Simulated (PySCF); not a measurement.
A structure optimised at TPSSh-D3(BJ)/def2-SVP, used in a PySCF frequency run:

```xyz
10

Be    -0.0382    -0.5494    -0.3790
C     -0.6318    -1.7324    -1.4261
C     -2.0618    -1.5373    -1.9734
H     -0.5653    -2.7153    -0.9147
H      0.0764    -1.8236    -2.2763
H     -2.1551    -0.5954    -2.5389
H     -2.8060    -1.4997    -1.1605
H     -2.3613    -2.3552    -2.6509
Se     0.7077     0.8987     0.8656
H      0.0652     0.2488     2.0246
```
Charge 0, spin multiplicity 1.

Write its SMILES and formula.

C[CH2][Be][SeH], C₂H₆BeSe

What are its rotational constants (standard atomic weights)?

23.288, 1.2720, 1.2373 GHz
